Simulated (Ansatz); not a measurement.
FH3SbSi, SMILES `[F][Sb][SiH3]` radical. The species carries charge 0 and has multiplicity 2. Sb takes the def2 core potential.

```tsv
atom	x (Å)	y (Å)	z (Å)
F1	0.1785	-2.5394	0.5842
Sb2	1.4775	-1.1168	0.7030
Si3	-0.1831	0.6483	-0.1932
H4	0.5245	1.9581	-0.2300
H5	-1.3653	0.7545	0.7014
H6	-0.6321	0.2954	-1.5655
```

(1) List the harmonic frequencies (cm⁻¹, unscaled) at PBE0-D4/def2-TZVP in Ansatz. (Best estimate.)

(2) Is this a minimum?

(3) Give the ideal-gas thermochemistry at 298.15 K and 1 bar (rigid rotor, harmonic oscillator; point group Cs, symmetry number 1).

(4) And at 400, 500, 600, 800 and 1000 K?

Results:

(1) Ansatz gave: 81, 120, 300, 437, 472, 598, 849, 924, 935, 2208, 2226, 2231.

(2) Yes, all 12 modes are real.

(3) Zero-point energy 68.1 kJ/mol; H(298) − E = 85.2 kJ/mol; entropy 334.6 J/(mol·K), of which translation 173.0, rotation 110.5, vibration 45.3, electronic 5.8; G(298) − E = -14.6 kJ/mol. Modes under 100 cm⁻¹ are hindered rotations or soft bends, so the harmonic entropy is rough.

(4) 
```json
{"T (K)": "400", "H − E (kJ/mol)": "93.7", "S (J/mol/K)": "359.0", "G − E (kJ/mol)": "-49.9"}
{"T (K)": "500", "H − E (kJ/mol)": "102.8", "S (J/mol/K)": "379.4", "G − E (kJ/mol)": "-86.9"}
{"T (K)": "600", "H − E (kJ/mol)": "112.6", "S (J/mol/K)": "397.3", "G − E (kJ/mol)": "-125.7"}
{"T (K)": "800", "H − E (kJ/mol)": "133.6", "S (J/mol/K)": "427.4", "G − E (kJ/mol)": "-208.3"}
{"T (K)": "1000", "H − E (kJ/mol)": "156.0", "S (J/mol/K)": "452.4", "G − E (kJ/mol)": "-296.4"}
```
